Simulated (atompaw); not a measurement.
**Building the PAW (atompaw) potential for Zn (Z = 30) (PBEsol, scalar-relativistic).**

```json
{"Element": "zinc", "Generator": "atompaw 4.2.0.5", "Type": "PAW", "Functional": "PBEsol", "Relativity": "scalar-relativistic", "Frozen core": "[Ar]", "Valence charge": "12", "Reference configuration": "3d10 4s1 4p0 (charge +1)", "Partial waves": "4s (bound): rc 2.10 bohr; 4s channel at -0.4 Ry: rc 1.60 bohr; 4p (bound, empty): rc 2.10 bohr; 4p channel at 4.65 Ry: rc 2.10 bohr; 3d (bound): rc 1.40 bohr; 3d channel at 2.85 Ry: rc 1.40 bohr", "Local potential": "bessel scheme, radius 1.55 bohr", "Core correction": "smooth core density matched at 1.25 bohr", "Augmentation charge": "besselshape compensation charge, radius 1.60 bohr; PAW radius 2.10 bohr; waves and projectors: modrrkj vanderbiltortho"}
```

All-electron outer shells of the reference configuration (PBEsol, scalar-relativistic, ld1.x):

```tsv
shell	level (eV)	outermost node (bohr)	outermost maximum (bohr)
3p	-92.94	0.25	0.59
3d	-19.79	–	0.57
4s	-13.99	0.84	1.99
4p	-7.71	0.92	2.52
```

Results:

| Item | Value |
| --- | --- |
| Cutoffs needed | 70 Ry and 120 Ry (the cutoffs (Ry, on a coarse ladder) from which the occupation-weighted sum of valence levels, in a spherical-Bessel basis at the reference potential, stays within 10 and 1 mRy of its value at 400 Ry) |
| Ghost test | ghost state, extra bound levels that the all-electron valence spectrum of the same l lacks: s at -14.0 eV; a true bound ghost makes a file unfit for plane-wave use (spherical-Bessel basis up to 400 Ry, 20 bohr box) |
| Lowest eigenvalue of the overlap operator | 0.01 (s channel) |
| Overlap eigenvalues printed by atompaw (projector basis) | 0.049, 0.0681, 1.7, 4.03, 34.6, 110 |
| Share of each valence orbital outside the PAW sphere | 4s 58 %, 4p 80 %, 3d 3 % |

Generation and tests took about 5 s on one core of a shared server CPU.
